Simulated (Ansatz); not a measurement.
Geometry optimisation, Ansatz 0.2.0, RKS CAM-B3LYP-D4/def2-SVP.

The input (input.yaml):

```yaml
crystal:
  periodic: [false, false, false]
  atoms:
    - { symbol: "N", position_ang: [-1.5612, -0.0189, -1.0744] }
    - { symbol: Si, position_ang: [0.0942, -0.0824, -1.071] }
    - { symbol: Si, position_ang: [1.03876, -0.51079, -3.16708] }
    - { symbol: O, position_ang: [0.34845, 0.33015, -4.36065] }
    - { symbol: F, position_ang: [0.90908, -2.05112, -3.55617] }
    - { symbol: H, position_ang: [-2.0012, -0.7518, -0.5843] }
    - { symbol: H, position_ang: [-1.908, -0.0661, -2.042] }
    - { symbol: H, position_ang: [0.51548, 1.24194, -0.57978] }
    - { symbol: H, position_ang: [0.51056, -1.09884, -0.09632] }
    - { symbol: H, position_ang: [2.51351, -0.1516, -3.21188] }
    - { symbol: H, position_ang: [-0.46806, -0.13961, -4.79513] }
basis:
  gaussian: { orbitals: def2-SVP }
hamiltonian:
  xc: cam_b3lyp
  dispersion: d4
relax:
  f_tol: 0.015
  max_steps: 40
output:
  orbitals: {}
```

Launched with:

```bash
$ ansatz run input.yaml --threads 2 --pin off --max-ram 3072MiB --backend cpu --events-out ev --progress --plain --runs-dir out
```

Where does it end, and by what steps?

It converged. After 22 steps the energy has fallen by 0.710 eV; H11 moved furthest, 1.21 Å.

| step | energy less start (eV) | largest force component (eV/Å) | accepted |
| --- | --- | --- | --- |
| 0 | 0.0000 | 3.298 | yes |
| 1 | -0.4232 | 1.484 | yes |
| 2 | -0.4914 | 0.640 | yes |
| 3 | -0.5367 | 0.498 | yes |
| 4 | -0.5463 | 0.414 | yes |
| 5 | -0.5475 | 0.787 | yes |
| 6 | -0.5834 | 0.292 | yes |
| 7 | -0.6044 | 0.215 | yes |
| 8 | -0.6023 | 0.985 | no |
| 9 | -0.6100 | 0.098 | yes |
| 10 | -0.6166 | 0.145 | yes |
| 11 | -0.6243 | 0.364 | yes |
| 12 | -0.6370 | 0.534 | yes |
| 13 | -0.6534 | 0.471 | yes |
| 14 | -0.6712 | 0.444 | yes |
| 15 | -0.6777 | 0.559 | yes |
| 16 | -0.6942 | 0.413 | yes |
| 17 | -0.7043 | 0.215 | yes |
| 18 | -0.5947 | 1.140 | no |
| 19 | -0.7083 | 0.112 | yes |
| 20 | -0.7091 | 0.072 | yes |
| 21 | -0.7096 | 0.035 | yes |
| 22 | -0.7098 | 0.015 | yes |

```xyz
11
Properties=species:S:1:pos:R:3
N -1.487 -0.011 -1.651
Si 0.170 -0.270 -1.116
Si 1.213 -0.480 -3.208
O -0.086 -0.384 -4.222
F 1.923 -1.938 -3.310
H -2.238 -0.307 -1.033
H -1.715 0.904 -2.033
H 0.725 0.793 -0.224
H 0.168 -1.552 -0.359
H 2.235 0.502 -3.637
H -0.917 -0.556 -3.748
```

The run took 54 s on 2 threads of Intel(R) Xeon(R) Platinum 8488C (Sapphire Rapids) (shared host), peak memory 0.3 GiB.
